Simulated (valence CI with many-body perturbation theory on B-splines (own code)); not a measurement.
# Sensitivity of CI+MBPT for Ta58+

Calculated by valence CI with perturbative core correlation (CI+MBPT): five valence electrons over a frozen Dirac-Fock core [Ne], a basis of 6 s, 6 p, 5 d, 3 f, 1 g functions for each j, with the one-electron correlation potential Σ1 (screened to all orders), the two-electron term Σ2, the three-electron term Σ3, Breit, model QED; selected single and double excitations, second order for the rest, scaled by the run's own slope (own B-spline code, finite nucleus).

No measured spectrum was set against this ion. As an estimate, large intervals hold to a few tenths of a per cent, small ones and those within an open d or f shell to about a per cent. Among the levels kept, up to 690 cm⁻¹ of a level comes from second order outside the variational space, and about a tenth of that is noise between levels of different J, which matters for small intervals.

The reference run has the lowest level (3s^2 3p1/2^2 3p3/2) J=3/2 and an ionisation energy of 5908.65 eV. Its largest variational space holds 9999 state functions.

Levels are named by their leading jj configuration (3d3/2^4 stands for four electrons in 3d with j = 3/2), which in mixed levels can hold well under half, so a name can repeat and another be missing. Letters in brackets count levels of one name in rising energy.

Changed runs:
A. size limit of the variational space 10000 → 3000; second order for the rest on → off
B. selection threshold (hartree) 2e-08 → 1e-05; logarithmic knot step 0.27 → 0.2
C. highest l in the core sums 6 → 7
D. correlating orbitals by l 3 3 3 2 1 → 2 2 1 1 0; natural orbitals for correlation on → off (bad on purpose)

Excitation energies of the reference run in cm⁻¹, and shifts in cm⁻¹:

| Level | Reference | A | B | C | D |
| --- | --- | --- | --- | --- | --- |
| (3s^2 3p1/2^2 3d3/2) J=3/2 | 1820190 | +1344 | -1.5 | +36 | +826 |
| (3s^2 3p1/2^2 3d5/2) J=5/2 | 2538380 | +1463 | -1.1 | +32 | +1039 |
| (3s^2 3p1/2 3p3/2^2) J=3/2 | 2573990 | +347 | -10 | -1.1 | -992 |
| (3s^2 3p1/2 3p3/2^2) J=5/2 | 2667970 | +257 | -10 | -1.0 | -218 |
| (3s^2 3p1/2 3p3/2^2) J=1/2 | 2789660 | -539 | -5.8 | -0.8 | +177 |
| (3s 3p1/2^2 3p3/2^2) J=5/2 | 3950480 | +2197 | -12 | +4.6 | -948 |
| (3s 3p1/2^2 3p3/2^2) J=3/2 | 4187520 | +1966 | -19 | +13 | -158 |
| (3s 3p1/2^2 3p3/2^2) J=1/2 | 4201570 | +389 | -13 | +7.3 | +67 |
| (3s^2 3p1/2 3p3/2 3d3/2) J=5/2 [a] | 4374310 | +2702 | -8.9 | +35 | -187 |
| (3s^2 3p1/2 3p3/2 3d3/2) J=1/2 [a] | 4400010 | +455 | -6.5 | +35 | -497 |
| (3s^2 3p1/2 3p3/2 3d3/2) J=3/2 [a] | 4401580 | +2114 | -12 | +33 | -270 |
| (3s^2 3p1/2 3p3/2 3d3/2) J=7/2 | 4472190 | +1969 | -17 | +35 | +732 |
| Ionisation energy (eV) | 5908.65 | -0.12 | +0.0023 | -0.0012 | -0.49 |
